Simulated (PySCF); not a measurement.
C4H6BrF, SMILES F/C=C/CCBr. Coordinates come from a PBE-D3(BJ)/def2-SVP optimisation. The structure was generated by enumeration; whether it is a known compound was not checked. The values are those of a single conformer.

The numbers are results of PBE-D3(BJ)/def2-SVP (PySCF 2.14.0), not measurements.

Harmonic wavenumbers (cm⁻¹): 84, 119, 126, 217, 280, 344, 559, 708, 725, 798, 912, 928, 953, 1082, 1107, 1161, 1186, 1223, 1243, 1295, 1323, 1402, 1415, 1708, 2964, 3001, 3020, 3091, 3105, 3115. Rotational constants (GHz): 12.67, 0.6016, 0.5785; symmetry number 1.

Problem. Work out the zero-point energy and the ideal-gas rigid-rotor harmonic-oscillator thermochemistry at 298.15 K and 1 atm.

Solution. ZPE = ½ Σ hcν = ½ × 39193 cm⁻¹ = 234.43 kJ/mol. H − E(el) = 255.57 kJ/mol. Entropy in J/(mol K): translation 171.48, rotation 119.99, vibration 69.88, total 361.35. G − E(el) = 147.83 kJ/mol. Cp = 106.89 J/(mol K). Modes under 150 cm⁻¹ make the vibrational entropy uncertain.
